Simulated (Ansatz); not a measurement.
Reaction (formal exchange of groups at the Sn–C bond): `[SnH3]/[CH]=[C]1\[CH2][AlH]1` + `NC=O` → `N[C](=O)[SnH3]` + `C=[C]1[CH2][AlH]1`

Gas-phase electronic energies from Ansatz, PBE0-D4/def2-TZVP geometries. CCSD(T)/CBS is the MP2 limit (def2-TZVPP, def2-QZVPP) plus CCSD(T) − MP2 in def2-TZVPP, frozen cores. This one scheme is used for every species. Elements past krypton have def2 core potentials. For Sn outer-core shells are correlated without core-valence functions, which leaves a few kJ/mol of doubt a bond. Each species was taken in one conformer, which may not be the lowest.

`[SnH3]/[CH]=[C]1\[CH2][AlH]1`:

Cartesian coordinates in Å:
```
Sn 0.812 -1.816 -0.812
C 0.758 0.319 -0.853
C 0.090 1.019 0.055
C -0.876 0.543 1.154
Al -1.035 2.401 0.675
H 1.828 -2.385 -2.065
H 1.410 -2.378 0.687
H -0.750 -2.477 -1.039
H 1.309 0.833 -1.637
H -0.379 0.425 2.125
H -1.502 -0.326 0.941
H -1.666 3.842 0.769
```

`NC=O`:

```xyz
6

N    -0.176    0.474    0.473
C     0.165   -0.455   -0.447
O     0.006   -1.644   -0.320
H    -0.596    0.179    1.338
H    -0.017    1.451    0.309
H     0.617   -0.005   -1.352
```

`N[C](=O)[SnH3]`:

```xyz
9

N     1.422    0.708   -0.506
C     0.738    0.168    0.528
O     1.192    0.072    1.645
Sn   -1.297   -0.555    0.102
H     1.023    0.777   -1.424
H     2.358    1.051   -0.349
H    -1.702   -0.298   -1.545
H    -2.382    0.297    1.098
H    -1.352   -2.220    0.452
```

`C=[C]1[CH2][AlH]1`:

Z-matrix (Å, degrees):
```
C
C 1 1.540
Al 1 1.925 2 64.5
H 1 1.096 2 112.3 3 -103.3
H 1 1.090 2 118.0 3 126.7
C 2 1.326 1 129.5 3 -158.8
H 3 1.575 1 155.3 2 179.2
H 6 1.091 2 122.0 1 -8.1
H 6 1.086 2 121.6 1 172.2
```

```csv
species,CCSD/CBS(def2) energy (Eh)
`[SnH3]/[CH]=[C]1\[CH2][AlH]1`,-574.24616
`NC=O`,-169.70885
`N[C](=O)[SnH3]`,-384.89853
`C=[C]1[CH2][AlH]1`,-359.04964
```

Problem. Work out ΔE.

Solution. ΔE = (-384.89853) + (-359.04964) − (-574.24616) − (-169.70885) = 0.00684 Eh = +18.0 kJ/mol. CCSD(T)/CBS gives +18.0 kJ/mol.

Largest T1 diagnostic among the species: 0.016.

The D4 term adds +4.3 kJ/mol with B3LYP and +2.5 kJ/mol with PBE0; it sums over pairs of atoms, weighted by their polarisabilities, and B3LYP, whose exchange is more repulsive, gets the larger term. From PBE to PBE0 (25 % exact exchange), in def2-TZVPP and without D4, ΔE moves by +4.8 kJ/mol.

B3LYP here is the variant with VWN-RPA as its local correlation; programs differ in this.
